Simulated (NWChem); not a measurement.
System: MgNH2Br; SMILES [NH2][Mg][Br]

```xyz
5

Mg    -0.0014     1.1475     0.0000
Br     0.0003    -1.2069     0.0000
N      0.0023     3.0307     0.0000
H     -0.0046     3.6277    -0.8197
H     -0.0046     3.6277     0.8197
```
Atoms are numbered in this order, from 1.

All runs: NWChem. Medium grid unless said otherwise, to which SCAN and Minnesota functionals are sensitive. The geometry was optimised at B3LYP/6-31G* (spherical d). Total energies of different functionals are on different scales.

```json
[
 {"level": "B3LYP/def2-SVP", "energy (Ha)": "-2829.9084", "highest occupied level (eV)": "-6.24", "orbital gap (eV)": "4.78", "dipole (D)": "2.30"},
 {"level": "PBE/def2-SVP", "energy (Ha)": "-2829.2757", "highest occupied level (eV)": "-5.10", "orbital gap (eV)": "3.21", "dipole (D)": "2.32"},
 {"level": "KT2/def2-SVP", "energy (Ha)": "-2842.4485", "highest occupied level (eV)": "-5.17", "orbital gap (eV)": "3.16", "dipole (D)": "2.25"},
 {"level": "M06-L/def2-SVP", "energy (Ha)": "-2829.7473", "highest occupied level (eV)": "-5.22", "orbital gap (eV)": "4.23", "dipole (D)": "2.37"},
 {"level": "BHandHLYP/def2-SVP", "energy (Ha)": "-2829.8185", "highest occupied level (eV)": "-7.80", "orbital gap (eV)": "7.17", "dipole (D)": "2.34"},
 {"level": "M06-2X/def2-SVP", "energy (Ha)": "-2829.8608", "highest occupied level (eV)": "-7.94", "orbital gap (eV)": "7.17", "dipole (D)": "2.40"},
 {"level": "N12/def2-SVP", "energy (Ha)": "-2831.2885", "highest occupied level (eV)": "…", "orbital gap (eV)": "3.23", "dipole (D)": "2.27"},
 {"level": "r2SCAN0/def2-SVP", "energy (Ha)": "-2829.7793", "highest occupied level (eV)": "-6.70", "orbital gap (eV)": "5.76", "dipole (D)": "2.42"},
 {"level": "LRC-wPBEh/def2-SVP", "energy (Ha)": "-2829.3983", "highest occupied level (eV)": "-8.42", "orbital gap (eV)": "8.70", "dipole (D)": "2.41"},
 {"level": "RPBE/def2-SVP", "energy (Ha)": "-2829.6829", "highest occupied level (eV)": "-5.04", "orbital gap (eV)": "3.21", "dipole (D)": "2.29"},
 {"level": "revPBE/def2-SVP", "energy (Ha)": "-2829.5729", "highest occupied level (eV)": "-5.04", "orbital gap (eV)": "3.26", "dipole (D)": "2.31"}
]
```

Some entries are withheld; supply them.


- N12/def2-SVP, highest occupied level (eV): -4.91
